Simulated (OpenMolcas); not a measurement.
## Tc2+: effect of correlating more closed shells

* Program: OpenMolcas 26.06
* Basis: ANO-RCC-VTZP [7s6p4d2f1g]
* Scalar Hamiltonian: DKH2, point nucleus
* Active space: 5 electrons in 5 orbitals (4d)
* State averaging: 2S+1 = 6 even, 1 root; 2S+1 = 4 even, 24 roots; 2S+1 = 2 even, 75 roots
* Spin-orbit coupling: state interaction with AMFI integrals over the reference wave functions, term energies averaged over their components

Methods on the same reference wave functions:
A. CASSCF
B. MS-CASPT2, IPEA 0.25 Eh, imaginary shift 0.1 Eh (closed shells correlated: none)
C. MS-CASPT2, IPEA 0.25 Eh, imaginary shift 0.1 Eh (closed shells correlated: 4s 4p)
D. MS-CASPT2, IPEA 0.25 Eh, imaginary shift 0.1 Eh (closed shells correlated: 3d 4s 4p)

Energies in eV above 4d⁵ ⁶S_5/2.

```csv
Level,A,B,C,D
4d⁵ ⁶S_5/2,0.0000,0.0000,0.0000,0.0000
4d⁵ ⁴G_5/2,3.0258,2.744,2.574,2.561
4d⁵ ⁴G_7/2,3.0407,2.764,2.591,2.579
4d⁵ ⁴G_11/2,3.0448,2.771,2.597,2.585
4d⁵ ⁴G_9/2,3.0496,2.776,2.602,2.589
4d⁵ ⁴P_5/2 [60 %],3.4407,2.845,2.831,2.817
4d⁵ ⁴P_3/2 [62 %],3.4766,2.879,2.870,2.856
4d⁵ ⁴P_1/2 [74 %],3.5243,2.918,2.932,2.918
4d⁵ ⁴D_7/2,3.7423,3.203,3.051,3.036
4d⁵ ⁴D_1/2 [75 %],3.7923,3.249,3.121,3.106
4d⁵ ⁴D_3/2 [62 %],3.8288,3.276,3.171,3.157
4d⁵ ⁴D_5/2 [62 %],3.8321,3.277,3.173,3.159
4d⁵ ²I_11/2,4.3365,4.097,3.826,3.808
4d⁵ ²I_13/2,4.3710,4.146,3.866,3.849
4d⁵ ²D_5/2(1) [55 %],4.7785,4.074,4.029,4.010
4d⁵ ²D_3/2(1) [61 %],4.8913,4.172,4.108,4.089
4d⁵ ⁴F_7/2 [51 %],5.0185,4.315,4.221,4.203
4d⁵ ⁴F_9/2,5.0281,4.328,4.218,4.200
4d⁵ ⁴F_5/2,5.0719,4.360,4.268,4.249
4d⁵ ²F_7/2(1) [55 %],5.1075,4.411,4.360,4.342
4d⁵ ⁴F_3/2 [61 %],5.1632,4.447,4.367,4.349
4d⁵ ²F_5/2(1) [51 %],5.3232,4.619,4.573,4.554
4d⁵ ²H_11/2,5.4183,4.888,4.761,4.741
4d⁵ ²G_7/2(1),5.4961,4.899,4.671,4.650
```

Among B to D the level of the table that moves most is 4d⁵ ²I_13/2, by 2400 cm-1 (lowest in D, highest in B). Moves below CASPT2's spread within the term are not significant.

From A to B the spin-free energies of the other terms of 4d⁵ shown, above ⁶S, scale by factors of 0.83 to 0.95, as is usual when dynamic correlation screens the repulsion within a d or f shell.

The lowest spin-free term lies below A's lowest term by 0.064 hartree in B, 0.362 hartree in C, 0.409 hartree in D.

What an inner shell adds also hangs on whether the basis holds functions to correlate it.

CASPT2 does not keep the components of a term degenerate, so their means are used; among the terms shown or strongly mixed into the levels shown the widest spread is 870 cm-1 (4d⁵ ⁴F, D). Levels of configurations with an s electron are missing; early in the row they begin among the upper levels of the d shell and mix with terms of their name. The CASPT2 spread within a term exceeds the gap to the next term for 4d⁵ ⁴F and 4d⁵ ²F(1), so the order of their levels is uncertain, and so are names and mixing where such terms share a J (figures for B; the like holds for C, D). Without dynamic correlation excited terms often stand tens of per cent too high (terms of higher spin than the ground term too low), and those without a measured partner can miss by more than the paired ones (holds for A). Blocks of more than 70 roots (2S+1 = 2 even) ran without multistate coupling (holds for B; C; D). Levels of configurations outside the active space are missing. The table leaves out levels that lie high or whose names do not pair safely across all columns.

A share in square brackets marks a mixed level and gives the weight of the term that names it, the lowest over the columns. A number in round brackets counts repeated terms of one configuration in the order of the reference energies.
